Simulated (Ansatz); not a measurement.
Coupled-cluster run, `F/C=C(/F)C=C(F)F`.

```yaml
crystal:
  periodic: [false, false, false]
  atoms:
    - {symbol: F, position_ang: [0.021080, 1.427847, 2.069873]}
    - {symbol: C, position_ang: [0.520567, 0.220965, 1.791367]}
    - {symbol: C, position_ang: [0.364405, -0.314543, 0.583076]}
    - {symbol: F, position_ang: [0.892492, -1.527560, 0.378570]}
    - {symbol: C, position_ang: [-0.324065, 0.303053, -0.518063]}
    - {symbol: C, position_ang: [-0.490341, -0.215079, -1.727732]}
    - {symbol: F, position_ang: [-1.131211, 0.405090, -2.689046]}
    - {symbol: F, position_ang: [-0.064076, -1.375424, -2.145713]}
    - {symbol: H, position_ang: [1.041944, -0.258249, 2.608175]}
    - {symbol: H, position_ang: [-0.747695, 1.282600, -0.347604]}
basis:
  gaussian: {orbitals: def2-SVP}
correlation: {method: ccsd_t}
```

```sh
$ ansatz run in.yaml --threads 8 --pin off --events-out ev --progress --plain --max-ram 18278MiB
```

Output of Ansatz, abridged:

```
Functional definition: HF
1205 factors; integrals over basis functions are off by at most 1.3e-3 eV
mean field evaluation 1: about -14959.0169 eV, gradient 4.1e1 eV
mean field evaluation 2: about -14959.2153 eV, gradient 4.1e1 eV
mean field evaluation 4: about -14962.9514 eV, gradient 4.1e0 eV
mean field evaluation 8: about -14963.0153 eV, gradient 4.1e-1 eV
mean field -14963.01614163 eV, -549.8807009084 hartree, gradient 4.3e-6 eV, S^2 0.000000; 0 other end points of the search recorded, 0 dependent functions left out; unrestricted orbitals would lower it
8 core orbitals not correlated: weight in the atoms' cores, before any rotation towards them, 1.000 or more for the frozen orbitals, at most 0.000 for the correlated occupied ones
reference -14963.01614163 eV, -549.8807009084 hartree; 23, 23 occupied and 91, 91 virtual orbitals, 1205 factors
second order -33.67346827 eV of doubles, -0.00000000 eV of singles
cycle   1  -33.63954489 eV  change    3.4e-2 eV  update   1.3e-1
cycle   2  -34.37452339 eV  change   -7.3e-1 eV  update   4.2e-2
cycle   3  -34.59335369 eV  change   -2.2e-1 eV  update   2.1e-2
cycle   4  -34.58899487 eV  change    4.4e-3 eV  update   5.0e-3
cycle   5  -34.58418675 eV  change    4.8e-3 eV  update   2.1e-3
cycle   6  -34.58525382 eV  change   -1.1e-3 eV  update   7.0e-4
cycle   7  -34.58534095 eV  change   -8.7e-5 eV  update   3.1e-4
cycle   8  -34.58505151 eV  change    2.9e-4 eV  update   1.3e-4
cycle   9  -34.58506480 eV  change   -1.3e-5 eV  update   5.7e-5
cycle  10  -34.58513080 eV  change   -6.6e-5 eV  update   1.8e-5
cycle  11  -34.58510966 eV  change    2.1e-5 eV  update   5.8e-6
perturbative correction -0.94080977 eV, -0.0345741212 hartree
Total energy: -14998.54206106 eV, -551.1862543671 hartree
```

Run time 12 s (8 threads of an Arm Neoverse V2 on a shared host); peak host memory 0.9 GiB.

MP2 recovers 94.8 % of the CCSD(T) correlation energy and the triples give 2.6 %; T1 = 0.0126.
